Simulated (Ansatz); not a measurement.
Molecular dynamics of Cl3HSn

Input:

```yaml
crystal:
  periodic: [false, false, false]
  atoms:
    - { symbol: Cl, position_ang: [0.368005, -0.980785, 2.036234] }
    - { symbol: Sn, position_ang: [0.155601, -0.023841, -0.094808] }
    - { symbol: Cl, position_ang: [-0.527411, 2.20179, 0.192496] }
    - { symbol: Cl, position_ang: [-1.568197, -1.156303, -1.211965] }
    - { symbol: H, position_ang: [1.621901, -0.11466, -0.963357] }
basis:
  gaussian: { orbitals: def2-SVP }
hamiltonian:
  xc: b3lyp
  dispersion: d4
md:
  timestep: 0.5
  n_steps: 150
  ensemble: nve_milne
  temperature: 500.0
  initial_velocities: maxwell_boltzmann
  seed: 32498
```

Run as:

```bash
$ ansatz run input.yaml --threads 1 --pin off --max-ram 2048MiB --backend cpu --events-out ev --progress --plain --runs-dir out
```

It starts from a relaxed structure.

Output, in part (step lines, the closing report, with atoms numbered from 0):

```
md step     0: t =     0.00 fs  T =   500.0 K  F+E_penalty+E_count = -43410.49447810 eV  E_kin = 0.193890 eV  conserved = -43410.30058810 eV  (23 SCF iters)
[... lines left out ...]
Total energy: -43410.32452482 eV, -1595.3000017124 hartree
Atom 0 at     0.346524    -1.107565     1.998098 Å, force     0.093940     0.166877     0.110687 eV/Å
Atom 1 at     0.200279     0.004071    -0.061875 Å, force     0.637220    -1.480497    -0.343685 eV/Å
Atom 2 at    -0.627221     2.098507     0.028685 Å, force    -0.315018     1.655479     0.338045 eV/Å
Atom 3 at    -1.597320    -1.018473    -1.119891 Å, force    -0.284449    -0.427765    -0.308671 eV/Å
Atom 4 at     1.650143    -0.158083    -0.977776 Å, force    -0.131692     0.085906     0.203624 eV/Å
Dipole moment:     0.454447     0.096620    -0.149661 e Å
```

The steps, from the saved trajectory:

```json
{"time (fs)": "0", "T (K)": "500", "potential energy less start (eV)": "0.000", "conserved less start (meV/atom)": "0.00"}
{"time (fs)": "2.5", "T (K)": "486", "potential energy less start (eV)": "0.006", "conserved less start (meV/atom)": "0.00"}
{"time (fs)": "5", "T (K)": "456", "potential energy less start (eV)": "0.017", "conserved less start (meV/atom)": "0.00"}
{"time (fs)": "7.5", "T (K)": "422", "potential energy less start (eV)": "0.030", "conserved less start (meV/atom)": "0.00"}
{"time (fs)": "10", "T (K)": "375", "potential energy less start (eV)": "0.049", "conserved less start (meV/atom)": "0.00"}
{"time (fs)": "12.5", "T (K)": "319", "potential energy less start (eV)": "0.070", "conserved less start (meV/atom)": "0.00"}
{"time (fs)": "15", "T (K)": "275", "potential energy less start (eV)": "0.087", "conserved less start (meV/atom)": "0.00"}
{"time (fs)": "17.5", "T (K)": "240", "potential energy less start (eV)": "0.101", "conserved less start (meV/atom)": "0.00"}
{"time (fs)": "20", "T (K)": "205", "potential energy less start (eV)": "0.115", "conserved less start (meV/atom)": "0.00"}
{"time (fs)": "22.5", "T (K)": "183", "potential energy less start (eV)": "0.123", "conserved less start (meV/atom)": "0.00"}
{"time (fs)": "25", "T (K)": "180", "potential energy less start (eV)": "0.124", "conserved less start (meV/atom)": "0.00"}
{"time (fs)": "27.5", "T (K)": "181", "potential energy less start (eV)": "0.124", "conserved less start (meV/atom)": "0.00"}
{"time (fs)": "30", "T (K)": "185", "potential energy less start (eV)": "0.122", "conserved less start (meV/atom)": "0.00"}
{"time (fs)": "32.5", "T (K)": "204", "potential energy less start (eV)": "0.115", "conserved less start (meV/atom)": "0.00"}
{"time (fs)": "35", "T (K)": "228", "potential energy less start (eV)": "0.105", "conserved less start (meV/atom)": "0.00"}
{"time (fs)": "37.5", "T (K)": "246", "potential energy less start (eV)": "0.099", "conserved less start (meV/atom)": "0.00"}
{"time (fs)": "40", "T (K)": "269", "potential energy less start (eV)": "0.090", "conserved less start (meV/atom)": "0.00"}
{"time (fs)": "42.5", "T (K)": "296", "potential energy less start (eV)": "0.079", "conserved less start (meV/atom)": "0.00"}
{"time (fs)": "45", "T (K)": "310", "potential energy less start (eV)": "0.074", "conserved less start (meV/atom)": "0.00"}
{"time (fs)": "47.5", "T (K)": "313", "potential energy less start (eV)": "0.073", "conserved less start (meV/atom)": "0.00"}
{"time (fs)": "50", "T (K)": "313", "potential energy less start (eV)": "0.072", "conserved less start (meV/atom)": "0.00"}
{"time (fs)": "52.5", "T (K)": "299", "potential energy less start (eV)": "0.078", "conserved less start (meV/atom)": "0.00"}
{"time (fs)": "55", "T (K)": "262", "potential energy less start (eV)": "0.092", "conserved less start (meV/atom)": "0.00"}
{"time (fs)": "57.5", "T (K)": "220", "potential energy less start (eV)": "0.109", "conserved less start (meV/atom)": "0.00"}
{"time (fs)": "60", "T (K)": "176", "potential energy less start (eV)": "0.126", "conserved less start (meV/atom)": "0.00"}
{"time (fs)": "62.5", "T (K)": "122", "potential energy less start (eV)": "0.147", "conserved less start (meV/atom)": "0.00"}
{"time (fs)": "65", "T (K)": "72", "potential energy less start (eV)": "0.166", "conserved less start (meV/atom)": "0.00"}
{"time (fs)": "67.5", "T (K)": "44", "potential energy less start (eV)": "0.177", "conserved less start (meV/atom)": "0.00"}
{"time (fs)": "70", "T (K)": "31", "potential energy less start (eV)": "0.182", "conserved less start (meV/atom)": "0.00"}
{"time (fs)": "72.5", "T (K)": "33", "potential energy less start (eV)": "0.181", "conserved less start (meV/atom)": "0.00"}
{"time (fs)": "75", "T (K)": "61", "potential energy less start (eV)": "0.170", "conserved less start (meV/atom)": "0.00"}
```

The run went to its last step. The conserved energy stayed within 0.00021 meV per atom of its start (net change -0.0002 meV per atom), so the integration is sound. A run of 0.075 ps of so small a system gives no equilibrium averages.

The same pairs are bonded in the first frame and the last. Pairs count as bonded within 1.25 times the sum of covalent radii (0.12 Å more for H–H).

Last frame:

```xyz
5
Properties=species:S:1:pos:R:3
Cl 0.346 -1.108 1.998
Sn 0.200 0.004 -0.062
Cl -0.627 2.099 0.029
Cl -1.597 -1.018 -1.120
H 1.650 -0.158 -0.978
```

The run took 8.4 min on 1 thread of Arm Neoverse V2 (shared host), peak memory 0.19 GiB.
